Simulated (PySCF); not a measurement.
SMILES [SiH3]C[SiH2]c1ccco1 (C5H10OSi2), GFN2-xTB optimised geometry. Atoms within 1.6 Å of the plane z = 1.0 Å (x, y, z in Å): Si1 (-2.65, 0.44, 1.85), C2 (-2.08, -1.35, 1.51), Si3 (-0.95, -1.59, 0.00), C4 (0.35, -0.25, 0.00), C5 (1.72, -0.25, 0.00), C6 (2.13, 1.10, 0.00), C7 (0.98, 1.83, 0.00), O8 (-0.09, 1.03, 0.00), H10 (-3.14, 1.06, 0.61), H11 (-1.56, 1.22, 2.43), H12 (-1.57, -1.71, 2.40), H13 (-2.96, -1.98, 1.39), H15 (-0.26, -2.89, 0.05), H16 (2.35, -1.12, 0.00), H17 (3.14, 1.47, 0.00), H18 (0.81, 2.89, 0.00).

Computed with CAM-B3LYP/def2-SVP (PySCF 2.14.0).

Map of the electron localisation function on the plane z = 1.0 Å:

```
|                           |
|                           |
|                           |
|                           |
|              -=:          |
|             :**-          |
|             .+*-.         |
|    .::       -+=:.        |
|   :*%%-      -**+:.:=-    |
|   +@@@%:   -:-*##+=+**:   |
|  .*@@@@=. .*+::=**+++=.   |
|  .+@@@@=. .++.  =*+-:.    |
|   :#@%=:.  .:. .=+-.      |
|    :====-  .=+++*+:       |
|     .=##*: -*###*+-.      |
|     .=*#%#--**+=++=:      |
|    .+*++@@+:-:..:+*+.     |
|   .%@@%#@@+:.    -*+.     |
|   =@@@@*#*--:.    :.      |
|   -@@@#-::-*%+.           |
|    +%#:  .=%@@=           |
|     ..    =@@@*           |
|           -%@#:           |
|           .--.            |
|                           |
|                           |
|                           |
```
Scale: ten equal steps from 0.000 (start of ' ') to 0.998 (end of '@'), in the order ' .:-=+*#%@'; x runs from -5.50 to 5.50, y from -5.50 (bottom) to 5.50 (top).
